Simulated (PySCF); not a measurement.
Theory: shieldings: GIAO PBE0/pcSseg-1, geometry from GFN2-xTB, in PySCF 2.14.0 with density-fitted response routines (single conformer, equivalent nuclei averaged, no solvent, non-relativistic).

Referencing at the same level of theory: ¹H, ¹³C against TMS. Shifts are as computed. Against solution values, carbons near 30 ppm lie about +3 ppm off and those near 130 ppm about +5 ppm; carbons on Cl a further +6 ppm. Of 1211 compounds with measured shifts, 218 miss one by over three times the rms of a fit or turn the order of signals round; such compounds aren't used in these exercises. Carbons bonded to Cl come out too deshielded. OH and NH positions are gas-phase values without hydrogen bonding to other molecules.

**Question.** Order these molecules by the shift of their most deshielded carbon, lowest δ first.
A. CC#Cc1ccn([SiH3])c1F
B. C/C=C/C=C\Cl
C. C=C(F)C(F)F
D. ClC(Cl)C1=CC=C[SiH2]1

**Answer.** B (142.2 ppm, alkene CH), D (155.9 ppm, fully substituted alkene carbon), A (163.0 ppm, aromatic carbon bearing fluorine), C (173.9 ppm, fully substituted alkene carbon).

**Question.** Order these molecules by the shift of their most shielded carbon-bound hydrogen, lowest δ first.
A. C/C=C/C=C\Cl
B. C=C(F)C(F)F
C. ClC(Cl)C1=CC=C[SiH2]1

**Answer.** A (2.05 ppm, hydrogen on an allylic methyl carbon), B (5.44 ppm, hydrogen on a terminal =CH2 carbon), C (6.52 ppm, hydrogen on an allylic sp3 CH bonded to 2 Cl).

**Question.** How many ¹³C and ¹H signals does each give (equivalence by symmetry and fast rotation, but not about amide C–N or C=N bonds)? `ClC(Cl)C1=CC=C[SiH2]1`, `C=C(F)C(F)F`, `C/C=C/C=C\Cl`, `CC#Cc1ccn([SiH3])c1F`, `C=CO[Si@](O)([SiH3])C(=C)C`

**Answer.** ClC(Cl)C1=CC=C[SiH2]1: 5 C, 5 H; C=C(F)C(F)F: 3 C, 3 H; C/C=C/C=C\Cl: 5 C, 5 H; CC#Cc1ccn([SiH3])c1F: 7 C, 4 H; C=CO[Si@](O)([SiH3])C(=C)C: 5 C, 8 H.
